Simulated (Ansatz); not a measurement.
C2H8FNOSi (`CN[SiH](F)OC`). The species carries charge 0 and has multiplicity 1. Geometry: relaxed with PBE0-D4/def2-TZVP. It is one conformer, not always the lowest.

```xyz
14

C     0.489   -0.185    1.852
N     0.198   -1.035    0.718
Si    0.681   -0.738   -0.880
F    -0.023   -1.896   -1.727
O     0.234    0.746   -1.368
C    -1.058    1.297   -1.233
H     0.818    0.796    1.500
H    -0.399   -0.022    2.471
H     1.283   -0.585    2.493
H    -0.148   -1.950    0.955
H     2.125   -0.789   -1.173
H    -1.665    1.062   -2.112
H    -0.965    2.381   -1.153
H    -1.569    0.918   -0.342
```

Task: What is the dipole moment at PBE/def2-TZVPP? (An estimate is asked.)

Result: The calculation gave: 2.38 D, with components (-0.83, 0.57, 2.15) D in this frame, pointing from negative to positive charge.

Task: And with r2SCAN, B3LYP, ωB97M-V? (Best estimate.)

Result: Ansatz gave: r2SCAN 2.42 D, B3LYP 2.44 D, ωB97M-V 2.44 D.

Task: Give the Mulliken charges with PBE, r2SCAN, ωB97M-V in def2-TZVPP. (Estimate.)

Result: Ansatz gave: 
```tsv
atom	PBE	r2SCAN	ωB97M-V
C1	-0.19	-0.05	-0.24
N2	-0.27	-0.35	-0.31
Si3	0.58	0.72	0.65
F4	-0.29	-0.33	-0.32
O5	-0.30	-0.38	-0.36
C6	-0.13	0.01	-0.17
H7	0.09	0.05	0.11
H8	0.09	0.06	0.12
H9	0.10	0.06	0.12
H10	0.14	0.14	0.11
H11	-0.11	-0.11	-0.07
H12	0.11	0.07	0.13
H13	0.10	0.06	0.12
H14	0.08	0.05	0.11
```

B3LYP here is the variant with VWN-RPA as its local correlation; programs differ in this.
